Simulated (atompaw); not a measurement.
## Before and after: PAW (atompaw) potential for Fe

* Element: Fe
* Generator: atompaw 4.2.0.5
* Type: PAW
* Functional: LDA (PW92)
* Relativity: scalar-relativistic
* Frozen core: [Ne]
* Valence charge: 16
* Reference configuration: 3s2 3p6 3d6 4s1.5 4p0.5
* Partial waves: 3s (bound): rc 0.90 bohr; 4s (bound): rc 1.65 bohr; 3p (bound): rc 1.05 bohr; 4p (bound): rc 1.40 bohr; 3d (bound): rc 1.65 bohr; 3d channel at 4.45 Ry: rc 1.65 bohr
* Local potential: troulliermartins scheme with l = 3 at 0 Ry, radius 1.50 bohr
* Core correction: smooth core density matched at 0.85 bohr
* Augmentation charge: gaussian compensation charge, radius 1.45 bohr; PAW radius 1.65 bohr; waves and projectors: custom polynom2 7 10 vanderbiltortho

Change: augmentation gaussian compensation charge, radius 1.45 bohr; PAW radius 1.65 bohr; waves and projectors: custom polynom vanderbiltortho.

Cutoffs: the cutoffs (Ry, on a coarse ladder) from which the occupation-weighted sum of valence levels, in a spherical-Bessel basis at the reference potential, stays within 10 and 1 mRy of its value at 400 Ry; they do not see the model core or the augmentation charge, which bear on the density cutoff.

Problem. What does the change do?

Solution. The range in which the p phases agree widens (upper end 1.3 → at the end of the scan); neither file shows a bound ghost.

```tsv
quantity	base	changed
cutoffs, loose and tight	not determined	80 Ry, 140 Ry
bound ghosts	none	none
s: phases at 1.66 bohr within 0.05 rad from the reference energy up to (Ry; the scan ends near 5)	to the end of the scan	to the end of the scan
p: phases at 1.66 bohr within 0.05 rad from the reference energy up to (Ry; the scan ends near 5)	1.3	to the end of the scan
d: phases at 1.66 bohr within 0.05 rad from the reference energy up to (Ry; the scan ends near 5)	to the end of the scan	to the end of the scan
lowest overlap eigenvalue by channel	s 0.61, p 0.63, d 0.87	s 0.67, p 0.62, d 0.91
```

 The cutoffs see the waves, projectors and local potential, not the compensation charge or the core.
